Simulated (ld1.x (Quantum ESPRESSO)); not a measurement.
**Configuration tests for Pm (TM)**

ld1.x (Quantum ESPRESSO) 7.5 input, shortened:

```
&input
   title='Pm', zed=61., rel=0, dft='BLYP', iswitch=3,
   config='[Xe] 4f4 5d1 6s0 6p0'
 /
 &inputp
   pseudotype=2, tm=.true., lloc=-1, rcloc=2.30,
   nlcc=.false.
 /
3
5S  1  0   2.00   0.00  2.65  2.65  0.0
5P  2  1   6.00   0.00  2.60  2.60  0.0
5D  3  2   1.00   0.00  3.30  3.30  0.0
 &test
   configts(1)='5s2 5p6 5d1 6s0 6p0'
 /
```

Energies are relative to the spin-unpolarised reference configuration 5s2 5p6 5d1 6s0 6p0; without spin polarisation the order of configurations can differ from experiment. The frozen-core shift is the all-electron ΔE with the core orbitals held at their reference shape minus the fully relaxed ΔE.

**Question.** Give the all-electron excitation energy and the error of the potential for: 5s2 5p6 5d1 6s2 6p0; 5s2 5p6 5d1 6s1 6p0; 5s2 5p6 5d0 6s0 6p0; 5s2 5p6 5d2 6s0 6p0; 5s2 5p6 5d1 6s1.5 6p0; 5s2 5p6 5d0 6s2 6p0; 5s2 5p6 5d1 6s0 6p1.

**Answer.**

```
valence configuration  charge  ΔE all-electron (eV)  error AE − PS (meV)  frozen-core shift (meV)
  5s2 5p6 5d1 6s2 6p0       0               -16.917                 +387                     +4.2
  5s2 5p6 5d1 6s1 6p0      +1               -11.039                 +267                     +1.9
  5s2 5p6 5d0 6s0 6p0      +3                20.090                 +5.0                      +26
  5s2 5p6 5d2 6s0 6p0      +1               -11.306                 +0.3                      +12
5s2 5p6 5d1 6s1.5 6p0    +0.5               -14.588                 +340                     +3.3
  5s2 5p6 5d0 6s2 6p0      +1                -9.975                 +679                     +2.7
  5s2 5p6 5d1 6s0 6p1      +1                -8.200                 -6.7                     +0.9
```

Levels in the configuration 5s2 5p6 5d1 6s2 6p0:

```json
{"level": "5s", "all-electron (eV)": "-40.273", "pseudo (eV)": "-39.818"}
{"level": "5p", "all-electron (eV)": "-24.621", "pseudo (eV)": "-24.224"}
{"level": "5d", "all-electron (eV)": "-3.361", "pseudo (eV)": "-3.138"}
{"level": "6s", "all-electron (eV)": "-3.497", "pseudo (eV)": "-3.568"}
```

ld1.x printed “convergence not achieved” for 7 of the counted tests; their residual had stalled under 1e-8, short of the target of 1e-14.
